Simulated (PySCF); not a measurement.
SMILES C[Si](C)(O)C[SiH2]N (C3H13NOSi2) at its GFN2-xTB optimised geometry (Å):

```
20

Si     0.4100    -0.3453     0.0000
C     -0.2683     1.4349     0.0000
C      2.3093    -0.3453     0.0000
O      0.0353    -1.1067    -1.4011
C     -0.2991    -1.2975     1.4881
Si    -2.1828    -1.4757     1.4747
N     -2.5675    -2.6999     2.6272
H     -1.3529     1.4415    -0.0549
H      0.1074     1.9972    -0.8498
H      0.0151     1.9739     0.8978
H      2.6957     0.1572    -0.8802
H      2.7004    -1.3573    -0.0032
H      2.7064     0.1619     0.8731
H     -0.8690    -1.3216    -1.6109
H      0.1434    -2.2926     1.5107
H      0.0075    -0.8090     2.4114
H     -2.8092    -0.1642     1.7249
H     -2.7064    -1.9972     0.2042
H     -3.5313    -2.9631     2.7496
H     -2.1035    -2.6886     3.5211
```

Computed with PBE0/def2-SVP (PySCF).

Map of the log10 of the electron density (e/bohr³), floored at −4 on the plane z = 1.0 Å:

```
|0000000000000000000000000000000|
|0000000000000000000000000000000|
|0000000000000000000000000000000|
|0000000000000000000000000000000|
|0000000000000111100000000000000|
|0000000000011233221000000000000|
|0000000000123445432100000000000|
|0000000001234566654200000000000|
|0000000012345688764310000000000|
|0000000123456789875321000000000|
|0000001123456789875322222100000|
|0000112234556788765433443321000|
|0001233334456677765445565432000|
|0012344544445666665556777643100|
|0013456655445566666667898653100|
|0023567766555677766677898753200|
|0123567776666788877677888653100|
|0124567777777899877667776543100|
|0124567888788999886666666532100|
|0124567899888999876555555432000|
|0124568899888899876444554431000|
|0124567888777888875433443320000|
|0123567777666778765422222210000|
|0013456666555567664321111000000|
|0012345555444455543210000000000|
|0001234444333334332100000000000|
|0000123333221122210000000000000|
|0000011222100000000000000000000|
|0000000000000000000000000000000|
|0000000000000000000000000000000|
|0000000000000000000000000000000|
```
Scale: ten equal steps from -4.00 (start of '0') to -0.568 (end of '9'), in the order '0123456789'; x runs from -5.00 to 5.00, y from -5.00 (bottom) to 5.00 (top).
